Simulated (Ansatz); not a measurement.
The cluster Ru₂H⁻, relaxed as a triplet with UKS r2SCAN-D4/def2-TZVPD in Ansatz, starting from the r2SCAN-D4/def2-TZVPD geometry of the charge -1 singlet. Force threshold 0.02 eV/Å.

In the def2 sets Ru takes a core potential; there is no spin–orbit coupling. The charge -1 triplet is spin-contaminated (final ⟨S²⟩ up to 3.03, 2.00 for a pure state). The highest occupied level of the charge -1 triplet lies above zero (up to 0.84 eV). It is a level of β spin, whose loss leaves a quartet; that state wasn't run at this geometry and level. The electron is either unbound and held by the finite basis, or the level is raised by self-interaction error. At r2SCAN-D4/def2-TZVPD a quintet of charge -1 lies 0.47 eV below the triplet, each at its own geometry. The structure comes from a short search, and lower isomers may exist.

Start:

Cartesian coordinates in Å:
```
Ru -0.142 0.590 -0.190
Ru -1.165 -1.115 -0.417
H 1.307 0.525 0.607
```

Question: Estimate the energy that the relaxation releases and the steps that it takes.

Answer: 3.3 kcal/mol, in 5 steps; 41 s on 4 threads of Arm Neoverse V2 on a shared host. No frequencies were taken in this run, so the end may be a saddle point.

Question: Does the start keep its bonding and symmetry?

Answer: By distances, no bond broke or formed. The bond that changes most is Ru1–Ru2, from 2.00 to 2.11 Å (atoms count from 1). Point group Cs at the start, Cs at the end, both within 0.05 Å.

Question: Predict the relaxed structure.

Answer: 
Cartesian coordinates in Å:
```
Ru -0.1230 0.6837 -0.1977
Ru -1.1442 -1.1558 -0.3983
H 1.2672 0.4721 0.5959
```
Bond lengths (bridged metal pairs left out): 1 × Ru–Ru 2.11 Å; 1 × H–Ru 1.61 Å.
